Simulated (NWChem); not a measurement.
System: ScBrCl2; SMILES [Cl][Sc]([Cl])[Br]

The following NWChem deck was run.

```
start job
memory heap 200 mb stack 900 mb global 1100 mb
geometry units angstroms noautoz
  Sc    -0.001593     0.522100     0.000000
  Cl     0.000998     1.661518    -1.949494
  Cl     0.000998     1.661518     1.949494
  Br    -0.000175    -1.900142     0.000000
end
basis spherical
  * library def2-svp
end
dft
  xc xpbe96 cpbe96
  iterations 150
  vectors input atomic output neutral.movecs
end
task dft energy
charge 1
dft
  odft
  mult 2
  vectors input atomic output cation.movecs
end
task dft energy
```

Coordinates come from a PBE0/def2-SVP optimisation.

Ions are spin-unrestricted doublets at the neutral geometry; other ion states weren't tried.

Question: Predict the main results of this run. (PBE/def2-SVP, vertical spin-unrestricted ions.) Quantities: vertical ionisation energy, ΔSCF (eV); −ε(HOMO) (eV).

Answer: 
```
Quantity                               Result
-------------------------------------  ------
vertical ionisation energy, ΔSCF (eV)   10.26
−ε(HOMO) (eV)                            7.33
```
